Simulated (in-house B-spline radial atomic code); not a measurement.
Checks on a self-consistent run for La VI (La5+), [Kr] 4d10 5s2 5p3 7s1. Method: Dirac-Hartree-Fock, average of configuration, Fermi nucleus of rms radius 4.855 fm. Calculated with a B-spline radial code for spherical atoms.

```tsv
orbital	q	ε (Eh)	<1/r>	<r²>	small-component weight
1s1/2	2	-1441.26562	62.0126	0.000853476	0.044433
2s1/2	2	-235.32174	14.6107	0.0135339	0.009646
2p1/2	2	-221.47462	14.5523	0.00998285	0.0096381
2p3/2	4	-206.24021	13.2413	0.0112417	0.0090821
3s1/2	2	-53.84809	5.28032	0.0919753	0.0029573
3p1/2	2	-47.97545	5.18103	0.087131	0.0028864
3p3/2	4	-44.93329	4.85852	0.0945542	0.0027385
3d3/2	4	-34.78378	4.70858	0.0778253	0.0026022
3d5/2	6	-34.14229	4.62611	0.0799426	0.0025579
4s1/2	2	-13.40986	2.16123	0.479615	0.00088223
4p1/2	2	-11.15267	2.05332	0.516385	0.00081538
4p3/2	4	-10.49856	1.95515	0.554965	0.00077305
4d3/2	4	-6.73183	1.73998	0.660825	0.00063521
4d5/2	6	-6.61679	1.71405	0.676899	0.00062234
5s1/2	2	-3.77734	0.89063	2.44848	0.00021644
5p1/2	1	-3.12850	0.817681	2.87472	0.00018918
5p3/2	2	-3.01018	0.786876	3.05892	0.00017951
7s1/2	1	-0.90935	0.26302	27.9954	3.5423e-05
```

Electron-electron repulsion V_ee = 2962.6413 hartree.

(1) What total energy follows from the eigenvalues?

(2) Does the Dirac virial theorem hold?

(3) What diamagnetic shielding (Lamb formula) and susceptibility (Langevin formula) do the radii give?

## Answers

(1) The eigenvalues count the repulsion twice, so E = Σqε - V_ee = -5523.814 - 2962.641 = -8486.455 hartree; the run printed -8486.455.

(2) For a point nucleus E = -2c²Σq·w, with w the small-component weight. Here Σq·w = 0.22594 and c = 137.0360, so the ratio E/(-2c²Σq·w) is 1.000080; the finite nucleus accounts for the departure from 1.

(3) σ = (α²/3)Σq<1/r> = 360.194/(3·137.036²) = 6393.6 ppm, and χ = -0.79199×10⁻⁶·Σq<r²> = -43.1×10⁻⁶ cm³/mol with Σq<r²> = 54.423 bohr². Both are non-relativistic formulas without the paramagnetism of open shells; for so heavy an element the full relativistic shielding is larger by tens of per cent.
